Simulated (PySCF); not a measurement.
Delta-SCF ions had no search for a lower state. Excitations are Tamm–Dancoff values on a coarser integration grid. The basis has no diffuse functions, so Rydberg states are missing or too high.

Cartesian coordinates (Å):
SMILES: [InH2-]1[SbH2+][InH2-][SbH2+]1
```xyz
12

In     0.3262    -2.1501     0.4554
Sb     1.8627     0.2734    -0.0439
In    -0.3263     2.1498    -0.4571
Sb    -1.8628    -0.2730     0.0449
H      0.4454    -3.1833    -0.9115
H      0.4239    -2.5465     2.1240
H      2.9572     0.6981     1.1745
H      2.9776     0.1729    -1.3127
H     -0.4238     2.5429    -2.1264
H     -0.4454     3.1855     0.9079
H     -2.9749    -0.1720     1.3160
H     -2.9599    -0.6976    -1.1712
```
Charge 0, multiplicity 1.

Q: What is the computed HOMO, dipole moment, total energy, HOMO–LUMO gap, T1 excitation (TDA), S1 excitation (TDA), LUMO and vertical ionisation energy (Delta-SCF) (PySCF with CAM-B3LYP-D3(BJ)/def2-TZVP // CAM-B3LYP-D3(BJ)/def2-SVP)?

A: 
```json
{
 "HOMO": "-7.94 eV",
 "dipole_moment": "0.00 D",
 "total_energy": "-865.5142 Ha",
 "HOMO–LUMO gap": "7.59 eV",
 "T1 excitation (TDA)": "4.24 eV",
 "S1 excitation (TDA)": "4.53 eV",
 "LUMO": "-0.35 eV",
 "vertical ionisation energy (Delta-SCF)": "8.51 eV"
}
```
